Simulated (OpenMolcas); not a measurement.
# Tm3+: moving or changing the point charges

Tm3+ among 4 point charges of -1.5 e arranged as a tetrahedron (Td), 2.41 Å from the ion.

```json
{
 "Program": "OpenMolcas 26.06",
 "Method": "CASSCF",
 "Basis": "ANO-RCC-VTZP [8s7p5d3f2g1h]",
 "Scalar Hamiltonian": "DKH2, point nucleus",
 "Active space": "12 electrons in 7 orbitals (4f)",
 "State averaging": "2S+1 = 3 even, 21 roots; 2S+1 = 1 even, 27 roots kept (CI in the orbitals of an earlier block)",
 "Spin-orbit coupling": "state interaction with AMFI integrals over the reference wave functions"
}
```

Runs around this geometry, states (labels of Td). Energies in cm-1 above the lowest state or level, χT in cm3 K/mol; under a threefold ground state the first gap can be a small split of the lowest multiplet, not the spin-orbit step.

```json
{"R (Å)": "2.41", "Ground state": "3T1", "First state of that spin": "3T2 12.8", "First gap with spin-orbit (degeneracies)": "2.9 (2, 3)", "Width of lowest J": "102", "χT at 300 K": "7.134"}
{"R (Å)": "2.65", "Ground state": "3T1", "First state of that spin": "3T2 8.8", "First gap with spin-orbit (degeneracies)": "1.9 (2, 3)", "Width of lowest J": "64", "χT at 300 K": "7.141"}
{"R (Å)": "2.8", "Ground state": "3T1", "First state of that spin": "3T2 7.1", "First gap with spin-orbit (degeneracies)": "1.5 (2, 3)", "Width of lowest J": "49", "χT at 300 K": "7.143"}
```

Taking the width of the lowest J multiplet as R^-n, n = -ln(49 / 102) / ln(2.8 / 2.41) = 4.9 between the shortest and longest distance.

This is an electrostatic model: the charges have no orbitals. No measured value stands beside these numbers.
